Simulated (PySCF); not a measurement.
These are PBE0-D3(BJ)/def2-TZVP (PySCF) values and carry that method's errors. All species are isolated molecules in the gas phase. One relaxed conformer stands for a flexible species; it need not be the lowest. Excitations are Tamm–Dancoff values on a coarser integration grid. The basis has no diffuse functions, so Rydberg states are missing or too high.

Reference species (SMILES): `C=C(C)S` (C–C–S–H torsion 0°) (neutral, multiplicity 1).

The HOMO–LUMO gap is 6.63 eV and the S1–T1 gap (TDA) is 1.32 eV. The S1 excitation (TDA) comes out as 5.24 eV. The HOMO is -6.43 eV.

After one change: the HOMO–LUMO gap drops by 0.10 eV; the S1–T1 gap (TDA) rises by 0.31 eV; the S1 excitation (TDA) rises by 0.20 eV; the HOMO goes up by 0.13 eV.

### Question
Which change was made? The new species is one of these.
A. `CC(C)=S`
B. `C/C=C\S` (C–C–S–H torsion 0°)
C. `C1CSC1`
D. `C/C=C/S` (C–C–S–H torsion 0°)

### Answer
B, `C/C=C\S` (C–C–S–H torsion 0°)
